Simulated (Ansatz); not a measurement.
Calculated with Ansatz (gas phase, PBE0-D4/def2-TZVP geometries, no zero-point term in ΔE). CBS: MP2 limit from def2 TZ/QZ plus the TZ coupled-cluster correction, frozen cores. This one scheme is used for every species. DFT in def2-TZVPP. B3LYP here is the variant with VWN-RPA as its local correlation; programs differ in this. HSE06 is defined as in plane-wave codes. Elements past krypton have def2 core potentials. For Nb outer-core shells are correlated without core-valence functions, which leaves a few kJ/mol of doubt a bond. One conformer a species, not always the lowest.

Consider the ligand exchange at the Nb–O bond: `C[O][Nb]([NH2])(=[S])[Cl]` + HCl → `[NH2][Nb](=[S])([Cl])[Cl]` + CH₃OH.

`C[O][Nb]([NH2])(=[S])[Cl]`:

```xyz
11

C    -0.983    1.854   -0.442
O    -0.445    0.766    0.261
Nb    0.884   -0.523    0.366
N     0.080   -2.294    0.237
S     2.217   -0.343   -1.300
Cl    2.006   -0.281    2.368
H    -2.004    1.616   -0.751
H    -0.378    2.076   -1.325
H    -1.005    2.729    0.212
H     0.356   -3.024   -0.402
H    -0.728   -2.576    0.777
```

HCl:

Z-matrix (Å, degrees):
```
Cl
H 1 1.279
```

`[NH2][Nb](=[S])([Cl])[Cl]`:

Z-matrix (Å, degrees):
```
Nb
S 1 2.125
Cl 1 2.286 2 111.0
N 1 1.931 2 104.7 3 118.0
Cl 1 2.286 2 111.0 3 -123.9
H 4 1.013 1 121.8 2 180.0
H 4 1.009 1 127.0 2 -0.0
```

CH₃OH:

Cartesian coordinates in Å:
```
C -0.338 0.023 0.111
O 0.726 -0.335 -0.742
H -1.255 -0.346 -0.350
H -0.430 1.109 0.231
H -0.248 -0.434 1.105
H 1.545 -0.018 -0.356
```

```tsv
level	ΔE (kcal/mol)	difference from CCSD(T)/CBS
LDA (SPW92)	-1.8	1.4
PBE-D4	-2.9	0.3
revPBE-D4	-2.8	0.4
BLYP-D4	-1.6	1.6
r2SCAN-D4	-2.8	0.4
B97M-V	-3.0	0.2
PBE0-D4	-3.6	-0.4
B3LYP-D4	-2.3	0.9
r2SCANh-D4	-3.1	0.1
r2SCAN0-D4	-3.5	-0.3
HSE06-D4	-3.8	-0.6
BHLYP-D4	-2.8	0.4
ωB97X-V	-1.6	1.6
ωB97M-V	-2.5	0.7
B2PLYP	-3.4	-0.2
PBE-QIDH	-4.5	-1.3
PBE	-3.3	-0.1
revPBE	-3.7	-0.5
BLYP	-2.3	0.9
r2SCAN	-3.1	0.1
PBE0	-4.0	-0.8
B3LYP	-2.8	0.4
r2SCANh	-3.4	-0.2
r2SCAN0	-3.8	-0.6
HSE06	-4.1	-0.9
BHLYP	-3.0	0.2
CAM-B3LYP	-1.3	1.9
LC-ωPBE	-1.2	2.0
RPA@PBE/def2-TZVPP	-2.1	1.1
HF/def2-SVP	-1.1	2.1
MP2/def2-SVP	-1.9	1.3
HF/def2-TZVPP	-2.7	0.5
MP2/def2-TZVPP	-5.1	-1.9
SCS-MP2/def2-TZVPP	-4.2	-1.0
CCSD/def2-TZVPP	-2.1	1.1
CCSD(T)/def2-TZVPP	-2.3	0.9
HF/def2-QZVPP	-2.8	0.4
HF/CBS(def2)	-2.8	0.4
MP2/CBS(def2)	-6.0	-2.8
CCSD/CBS(def2)	-2.9	0.3
CCSD(T)/CBS	-3.2	0
```

Largest T1 diagnostic among the species: 0.023, so the coupled-cluster value is less sure than usual.

At CCSD(T), def2-SVP lies +3.7 kcal/mol from the extrapolated value and def2-TZVPP +0.9 kcal/mol. From BLYP to BHLYP (50 % exact exchange), in def2-TZVPP and without D4, ΔE moves by −0.7 kcal/mol.
